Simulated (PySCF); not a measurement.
C4H6F2, SMILES F[C@H]1C[C@@H](F)C1. Geometry: PBE-D3(BJ)/def2-SVP. The structure was generated by enumeration; whether it is a known compound was not checked.

### Question
Give the equilibrium geometry at PBE-D3(BJ)/def2-SVP (PySCF confirms it by a frequency run) as Cartesian coordinates in Å, and its point group. (An estimate is asked for; the answer gives what the named calculation found.)

### Answer
point group C2v.
```xyz
12

F      0.0000    -2.1612    -0.4621
C      0.0000    -1.0646     0.3760
C     -1.0856     0.0000     0.1186
C      0.0000     1.0646     0.3760
F      0.0000     2.1612    -0.4621
C      1.0856     0.0000     0.1186
H      0.0000    -1.4358     1.4242
H     -2.0102     0.0000     0.7268
H     -1.3413     0.0000    -0.9599
H      0.0000     1.4358     1.4242
H      1.3413     0.0000    -0.9599
H      2.0102     0.0000     0.7268
```
